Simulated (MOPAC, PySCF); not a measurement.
C10H9BS, SMILES `c1cc2c(c(C=C)sc2cc1)B`, neutral singlet in the gas phase. 

Cartesian coordinates (Å):
SMILES: Bc1c(C=C)sc2ccccc12
```xyz
21

B     -1.2259    -2.1785     0.5442
C     -0.6741    -0.7585     0.4365
C     -1.4723     0.3911     0.3888
C     -2.9243     0.4506     0.4313
C     -3.6724     1.5656     0.3836
S     -0.5395     1.8661     0.2655
C      0.9709     0.9784     0.2735
C      2.2570     1.5243     0.1978
C      3.3427     0.6525     0.2188
C      3.1433    -0.7374     0.3137
C      1.8615    -1.2715     0.3885
C      0.7425    -0.4170     0.3696
H     -0.4770    -3.1235     0.5802
H     -2.4099    -2.3964     0.5958
H     -3.4145    -0.5220     0.5094
H     -4.7625     1.5110     0.4220
H     -3.2297     2.5630     0.3053
H      2.4048     2.6036     0.1245
H      4.3573     1.0531     0.1610
H      4.0082    -1.4045     0.3287
H      1.7138    -2.3500     0.4620
```
Charge 0, multiplicity 1.

All levels are single points at this geometry (B3LYP-D3(BJ)/def2-SVP); Pople sets use spherical d functions. Orbital energies aren't observables, and empty levels follow the basis.

```
level                            HOMO (eV)  LUMO (eV)  gap (eV)  dipole (D)  vertical IE, Delta-SCF (eV)
-------------------------------  ---------  ---------  --------  ----------  ---------------------------
TPSSh-D3(BJ)/def2-TZVP in PySCF      -5.98      -2.70      3.28        1.18                         7.83
B3LYP/3-21G in PySCF                 -6.18      -2.28      3.90        1.15                            –
M06-2X/6-31G* in PySCF               -7.25      -1.31      5.94        0.91                            –
PBE/6-31G* in PySCF                  -5.43      -2.85      2.58        1.33                         7.68
HF/3-21G in PySCF                    -8.06       1.18      9.23        0.63                            –
HF/STO-3G in PySCF                   -5.95       4.40     10.35        1.45                            –
PM3 in MOPAC                         -8.96      -1.43      7.53        1.14                            –
PM6 in MOPAC                         -8.72      -1.24      7.48        0.61                            –
PM7 in MOPAC                         -8.64      -1.39      7.25        0.44                            –
```
